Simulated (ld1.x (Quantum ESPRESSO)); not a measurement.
# Varying the TM potential for Tl

Base potential:

thallium, norm-conserving Troullier–Martins (Kleinman–Bylander form), made with ld1.x (Quantum ESPRESSO) 7.5 (PBE, fully relativistic). Core [Kr] 4d10 4f14 5s2, reference 5p6 5d10 6s2 6p1. Waves: 6s (bound): rc 2.15 bohr; 5p (bound): rc 1.65 bohr; 5d (bound): rc 1.40 bohr. Local part: the d channel. Core correction: Bessel-smoothed model core, default radius (core density twice the valence density).

Open shells are filled in proportion to 2j + 1 (rel_dist='average').

Occupied shells without a wave of their own: 6p. They enter only through the test configuration that unscreens the potential, and ld1.x also counts them in the model core charge.

Cutoffs, loose and tight: the cutoffs (Ry, on a coarse ladder) from which the occupation-weighted sum of valence levels, in a spherical-Bessel basis at the reference potential, stays within 10 and 1 mRy of its value at 400 Ry. They do not see the model core or the augmentation charge, which bear on the density cutoff. Test errors are all-electron minus pseudo excitation energies from the reference, over the configurations 5p6 5d10 6s2 6p0; 5p6 5d10 6s1 6p0; 5p6 5d10 6s0 6p0; 5p6 5d10 6s2 6p1.3; 5p6 5d10 6s0 6p3; 5p6 5d9 6s0 6p0; 5p6 5d9 6s2 6p2. A dash means not determined; rows that change the core or the reference have their own tests. The largest error is taken over the tests solved by every variant that gives reliable tests at all: 5p6 5d10 6s0 6p0; 5p6 5d10 6s1 6p0; 5p6 5d10 6s2 6p0; 5p6 5d9 6s0 6p0.

With those shells counted twice in exchange and correlation these files are broken, and their errors move erratically; no question is asked of them.

A true bound ghost makes a file unfit for plane-wave use even where its test errors are small: the radial tests pick states by their node count and pass the ghost by.

Cutoffs are not given where the Bessel-basis levels miss the radial ones by over 6 mRy, ghosts where they miss by over 20 mRy; a channel whose overlap is not positive is not tested.

The default core radius of the base comes out at 0.74 bohr.

| change | outcome | cutoff, loose | cutoff, tight | bound ghosts | largest test error (meV) |
| --- | --- | --- | --- | --- | --- |
| base | generated, misses its reference levels by 1.35 eV | 70 Ry | 90 Ry | s | -1020 |
| all radii but the core radius scaled by about 1.16 (s 2.50, p 1.92, d 1.62 bohr) | generated, misses its reference levels by 1.35 eV | 50 Ry | 80 Ry | s | -1435 |
| core [Kr] 4d10 4f14, valence charge 21; reference 5s2 5p6 5d10 6s0 6p0; waves now 5p (bound): rc 1.00 bohr; 5d (bound): rc 1.65 bohr; 5s (bound): rc 1.30 bohr; local potential the s channel; core correction a·sin(br)/r model core inside 1.05 bohr | generated | – | – | not determined | +6084 |
| wave 6s (bound): rc 2.15 bohr becomes 6s (bound): rc 1.46 bohr | generated, misses its reference levels by 1.35 eV | 90 Ry | 160 Ry | s | -1103 |
| scalar-relativistic | generated | 60 Ry | 90 Ry | s | -245 |
| wave 5p (bound): rc 1.65 bohr becomes 5p (bound): rc 1.90 bohr | generated, misses its reference levels by 1.35 eV | 60 Ry | 90 Ry | s | -1219 |
| type ultrasoft; waves now 6s (bound): rcut 1.85, rcutus 2.15 bohr; 6s channel at 0.25 Ry: rcut 1.85, rcutus 2.15 bohr; 5p (bound): rcut 1.45, rcutus 1.65 bohr; 6p (bound): rcut 1.45, rcutus 1.65 bohr; 5d (bound): rcut 1.20, rcutus 1.40 bohr; 5d channel at -0.35 Ry: rcut 1.20, rcutus 1.40 bohr; local potential all-electron potential smoothed inside 2.05 bohr (lloc = -1); augmentation built from norm-conserving waves at rcut, not smoothed further | generated, misses its reference levels by 3.44 eV | – | – | not determined | +2454 |
| functional LDA (PZ) | generated, misses its reference levels by 1.36 eV | 60 Ry | 90 Ry | s | -1227 |
| wave 5d (bound): rc 1.40 bohr becomes 5d (bound): rc 1.74 bohr | generated, misses its reference levels by 1.35 eV | 55 Ry | 80 Ry | s | -1180 |
| core correction Bessel-smoothed model core inside 1.02 bohr | generated, misses its reference levels by 1.35 eV | 70 Ry | 90 Ry | s | -1020 |
| reference 5p6 5d10 6s1 6p0 | generated, misses its reference levels by 1.38 eV | 70 Ry | 90 Ry | s | +427 |
| wave 5p (bound): rc 1.65 bohr becomes 5p (bound): rc 1.42 bohr | generated, misses its reference levels by 1.35 eV | 80 Ry | 120 Ry | s | -763 |
